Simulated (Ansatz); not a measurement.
Calculated with Ansatz (gas phase, PBE0-D4/def2-TZVP geometries, no zero-point term in ΔE). CCSD(T)/CBS is the MP2 limit (def2-TZVPP, def2-QZVPP) plus CCSD(T) − MP2 in def2-TZVPP, frozen cores. For Ge outer-core shells are correlated without core-valence functions, which leaves a few kJ/mol of doubt a bond. Scalar relativity is left out up to krypton. One conformer a species, not always the lowest.

`C#[C][GeH]([CH3])[CH3]` → `[CH3][GeH2][C]1=CC1`  (isomerisation)

```csv
species,HF/CBS(def2) energy (Eh)
`C#[C][GeH]([CH3])[CH3]`,-2231.56718
`[CH3][GeH2][C]1=CC1`,-2231.51669
```

Task: Work out ΔE.

Result: ΔE = (-2231.51669) − (-2231.56718) = 0.05049 Eh = +1.37 eV. CCSD(T)/CBS gives +1.28 eV.

Largest T1 diagnostic among the species: 0.011.

In def2-TZVPP, CCSD(T) changes the Hartree–Fock value by −0.07 eV (the triples alone add −0.01 eV) and MP2 by −0.06 eV.
